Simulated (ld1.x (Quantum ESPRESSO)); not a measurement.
# Sn: one change to a TM potential, before and after

| Property | Result |
| --- | --- |
| Element | Sn |
| Generator | ld1.x (Quantum ESPRESSO) 7.5 |
| Type | norm-conserving Troullier–Martins (Kleinman–Bylander form) |
| Functional | LDA (PZ) |
| Relativity | scalar-relativistic |
| Frozen core | [Kr] 4d10 |
| Valence charge | 4 |
| Reference configuration | 5s1.75 5p2.25 |
| Partial waves | 5p (bound): rc 2.00 bohr; 5s (bound): rc 1.60 bohr |
| Local potential | the s channel |
| Core correction | none |

Change: all radii scaled by about 0.74 (s 1.18, p 1.48 bohr).

Cutoffs: the cutoffs (Ry, on a coarse ladder) from which the occupation-weighted sum of valence levels, in a spherical-Bessel basis at the reference potential, stays within 10 and 1 mRy of its value at 400 Ry; they do not see the model core or the augmentation charge, which bear on the density cutoff. Errors are all-electron minus pseudo energies relative to the spin-unpolarised reference configuration.

Q: How do hardness, ghosts and transferability respond?

A: A bound ghost appears in p, s, which as a rule spoils a file; of the 9 tests that both files solve, the error grows in 8 and shrinks in 1 by more than 15 % and 0.3 meV (median size 52.9 → 137.3 meV).

```csv
quantity,base,changed
"cutoff, loose",35 Ry,160 Ry
"cutoff, tight",90 Ry,over 300 Ry
loose cutoff by channel (10 mRy a level),"p 6 Ry, s 30 Ry","p 120 Ry, s 140 Ry"
bound ghosts,none,"p, s (extra level of the local part)"
"largest miss of a reference level, eV",0.00,0.11
"error for 5s2 5p2, meV [ΔE -1.74 eV]",+0.8,+13
"error for 5s2 5p1, meV [ΔE 5.35 eV]",+7.6,-96
"error for 5s2 5p0, meV [ΔE 19.62 eV]",+58,-214
"error for 5s1 5p2, meV [ΔE 13.09 eV]",+15,-72
"error for 5s1 5p3, meV [ΔE 5.33 eV]",+7.5,+14
"error for 5s0 5p4, meV [ΔE 12.66 eV]",+53,+162
"error for 5s1 5p0, meV [ΔE 51.07 eV]",+296,-140
"error for 5s1.75 5p2.25 (spin-polarised), meV [ΔE -0.75 eV]",+162,+217
"error for 5s2 5p2 (spin-polarised), meV [ΔE -2.22 eV]",+79,+137
```

 A true bound ghost makes a file unfit for plane-wave use even where its test errors are small: the radial tests pick states by their node count and pass the ghost by.
